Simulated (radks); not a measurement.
Results of a calculation; reference values are marked as such.
N IV, 4 electrons, occupied as [He] 2s1.75 3d0.25 (fractional occupations, a model configuration).

Level of theory: scalar-relativistic Kohn-Sham, PBE, spin-unpolarised, spherical densities, point nucleus (a radial shooting solver on a logarithmic mesh with Libxc functionals).

Energy parts (hartree):
| part | energy |
|---|---|
| total | -50.69492 |
| kinetic | 50.67079 |
| electron-nucleus | -110.25608 |
| Hartree | 13.96920 |
| exchange-correlation | -5.07883 |

Orbitals (lengths in bohr, moments of r in powers of bohr; r(max) is where P^2 peaks):
orbital  occ.  eigenvalue (hartree)   <1/r>     <r>    <r^2>  r(max)
1s          2             -16.72064   6.657  0.2288  0.07070  0.1481
2s       1.75              -2.58087   1.329   1.096    1.410  0.9167
2p          0              -2.18168   1.252   1.021    1.272  0.7997
3s          0              -0.87783  0.4983   2.868    9.341   2.657
3d       0.25              -0.68741  0.4439   2.675    8.289   2.250
4f          0              -0.33632  0.2246   5.029    28.19   4.472

The highest occupied level is 3d at -18.706 eV. The configuration is held as typed, so some empty levels lie below it. Summed over all electrons, <r^2> = 4.682 bohr^2, which gives a Langevin (diamagnetic) susceptibility term of -3.71 x 10^-6 cm^3/mol.
